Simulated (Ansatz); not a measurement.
BGaH$_{2}$OSSe (`[SeH]B1[O][GaH][S]1`). Charge 0, multiplicity 1.

```json
{"atom": "Se1", "x (Å)": "-0.882", "y (Å)": "1.807", "z (Å)": "1.485"}
{"atom": "B2", "x (Å)": "-0.157", "y (Å)": "0.461", "z (Å)": "0.279"}
{"atom": "O3", "x (Å)": "0.599", "y (Å)": "0.796", "z (Å)": "-0.794"}
{"atom": "Ga4", "x (Å)": "0.815", "y (Å)": "-0.971", "z (Å)": "-1.298"}
{"atom": "S5", "x (Å)": "-0.418", "y (Å)": "-1.389", "z (Å)": "0.464"}
{"atom": "H6", "x (Å)": "-1.550", "y (Å)": "0.840", "z (Å)": "2.362"}
{"atom": "H7", "x (Å)": "1.592", "y (Å)": "-1.543", "z (Å)": "-2.498"}
```

(1) What are the harmonic wavenumbers in cm⁻¹ at PBE0-D4/def2-TZVP (Ansatz, finite differences of forces, unscaled)? (Estimate.)

(2) Is this a minimum?

(3) Give the ideal-gas thermochemistry at 298.15 K and 1 bar (rigid rotor, harmonic oscillator; point group Cs, symmetry number 1).

Results:

(1) The calculation gave: 85, 177, 226, 296, 368, 462, 502, 505, 533, 648, 727, 911, 1277, 2071, 2459.

(2) Yes, all 15 modes are real.

(3) Zero-point energy 67.3 kJ/mol; H(298) − E = 87.3 kJ/mol; entropy 357.3 J/(mol·K), of which translation 175.5, rotation 123.1, vibration 58.6; G(298) − E = -19.2 kJ/mol. Modes under 100 cm⁻¹ are hindered rotations or soft bends, so the harmonic entropy is rough.
